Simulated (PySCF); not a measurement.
The dipole of `COC[Si@@H](C)O[SiH2]C` from its density and from atomic charges.

Coordinates (GFN2-xTB, Å) and charges (e) from the PBE0/pcSseg-1 density (PySCF):

```
atom       x       y       z  Mulliken      IAO  Hirshfeld  ESP-fitted
  C1   1.976   1.347   1.552   -0.0164  -0.1960    -0.0396     -0.3339
  O2   1.071   0.445   0.977   -0.5396  -0.3925    -0.1280     -0.0904
  C3   1.697  -0.546   0.183   -0.2835  -0.3578    -0.0952     -0.3645
 Si4   0.287  -1.532  -0.654   +1.0758  +1.1636    +0.4318     +0.8013
  C5  -0.781  -2.363   0.674   -0.6600  -0.7428    -0.2170     -0.6055
  O6  -0.596  -0.493  -1.531   -0.7545  -0.8776    -0.3055     -0.5369
 Si7  -1.271   0.993  -1.622   +0.8672  +1.0220    +0.4075     +0.7408
  C8  -2.152   1.412   0.000   -0.6678  -0.7441    -0.2187     -0.5240
  H9   1.393   2.067   2.124   +0.1182  +0.1540    +0.0495     +0.1440
 H10   2.553   1.875   0.782   +0.0887  +0.1215    +0.0364     +0.1318
 H11   2.679   0.833   2.222   +0.0884  +0.1204    +0.0360     +0.1237
 H12   2.348  -1.171   0.808   +0.1141  +0.1229    +0.0305     +0.1245
 H13   2.340  -0.067  -0.568   +0.1174  +0.1242    +0.0319     +0.1209
 H14   0.832  -2.455  -1.654   -0.1278  -0.1567    -0.0890     -0.1808
 H15  -0.275  -3.217   1.116   +0.1324  +0.1558    +0.0415     +0.1355
 H16  -1.014  -1.666   1.474   +0.1470  +0.1623    +0.0431     +0.1318
 H17  -1.719  -2.714   0.255   +0.1382  +0.1586    +0.0434     +0.1588
 H18  -2.189   0.837  -2.753   -0.1335  -0.1523    -0.0895     -0.1709
 H19  -0.202   1.954  -1.912   -0.1347  -0.1608    -0.0889     -0.1622
 H20  -2.972   0.725   0.195   +0.1371  +0.1544    +0.0420     +0.1340
 H21  -1.455   1.337   0.831   +0.1606  +0.1661    +0.0371     +0.1026
 H22  -2.560   2.418  -0.009   +0.1326  +0.1549    +0.0412     +0.1194
```

Question: Form Σ q r in debye for every column and set it beside the full dipole.

Answer: The full density gives (1.13, 0.42, 1.47) D, 1.90 D in size; dipole vectors point from the negative to the positive end.

```csv
scheme,μx,μy,μz,size (D),share of the full size (%),angle to the full dipole (°)
Mulliken,2.39,-0.17,-0.33,2.42,127,62
IAO,1.97,0.34,-0.03,2.00,105,52
Hirshfeld,0.87,0.14,0.56,1.05,55,20
ESP-fitted,1.14,0.42,1.47,1.91,100,0
```

Question: Which set comes closest?

Answer: Length of the difference vector: ESP-fitted 0.01 D, Hirshfeld 0.99 D, IAO 1.72 D, Mulliken 2.28 D. Closest: ESP-fitted. The schemes that divide the density aren't constrained to reproduce the dipole.

Question: What is left for the Hirshfeld atoms' own dipoles?

Answer: The Hirshfeld atoms' densities add up to the full density, so μ = Σ q r + Σ (atomic dipoles). The atomic dipoles sum to (1.13, 0.42, 1.47) − (0.87, 0.14, 0.56) = (0.26, 0.28, 0.91) D, 0.99 D in size.

Question: With the origin at the mean of the coordinates, (0.000, 0.001, 0.113) Å, which are the largest single terms, by size, of the Hirshfeld dipole along the direction of the full one?

Answer: Si7 -3.67, O6 +2.55, Si4 -1.58, H18 +1.43, C8 +1.10 D; all 22 atoms together +0.98 D. The single terms depend on the origin, their sum doesn't.

Question: Give the size of the full dipole in other units.

Answer: 1.90 D = 0.748 au = 0.396 e·Å = 6.34 × 10⁻³⁰ C·m.

Isolated species at its GFN2-xTB geometry (one conformer only).

Conformer computed: `[CH3:1][O:2][CH2:3][Si@@H:4]([CH3:5])[O:6][SiH2:7][CH3:8]`: C1–O2–C3–Si4 -174°, O2–C3–Si4–C5 -62°, C3–Si4–O6–Si7 -40°, Si4–O6–Si7–C8 -46°.
